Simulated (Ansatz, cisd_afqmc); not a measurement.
Species: MgCl, charge 0, doublet. MgCl (SMILES [Mg][Cl], doublet).
B3LYP-D3(BJ)/def2-TZVP minimum from Ansatz (a first-principles code):
```
Mg
Cl 1 2.2211
```
Charge 0, spin multiplicity 2.

Total energies in def2-SVP, 9 correlated electrons, 10 frozen orbitals. UHF or UKS for unpaired electrons; spin-orbit terms are left out. Correlated methods leave the cores frozen. No relativity. AFQMC/CISD: phaseless, guided by CISD from CCSD amplitudes; bars are statistical, one sigma. Outlying blocks are dropped, and bars are widened where a walk drifts. Over all cases where full CI ran beside it in this data, AFQMC minus full CI had a median of +0.1 mEh and passed +0.4 mEh in a tenth of the cases. The spin of ClMg ([Mg][Cl], doublet) was assumed, and the state is the lowest solution found for it.

```json
[
 {"method": "HF", "program": "Ansatz", "energy (Eh)": "-658.96131", "minus CCSDTQ (mEh)": "160.86"},
 {"method": "MP2", "program": "Ansatz", "energy (Eh)": "-659.10535", "minus CCSDTQ (mEh)": "16.81"},
 {"method": "CCSD", "program": "Ansatz", "energy (Eh)": "-659.11854", "minus CCSDTQ (mEh)": "3.62"},
 {"method": "CCSD(T)", "program": "Ansatz", "energy (Eh)": "-659.12152", "minus CCSDTQ (mEh)": "0.65"},
 {"method": "CCSDT(Q)", "program": "Ansatz", "energy (Eh)": "-659.12217", "minus CCSDTQ (mEh)": "0.00"},
 {"method": "CCSDTQ", "program": "Ansatz", "energy (Eh)": "-659.12216", "minus CCSDTQ (mEh)": "0.00"},
 {"method": "AFQMC/CISD", "program": "cisd_afqmc", "energy (Eh)": "-659.1224 ± 0.0002", "minus CCSDTQ (mEh)": "-0.2 ± 0.2"}
]
```

Rough core times of Ansatz's runs on a shared machine: CCSD(T) under 20 s, CCSDT(Q) under 20 s, CCSDTQ 5 min.
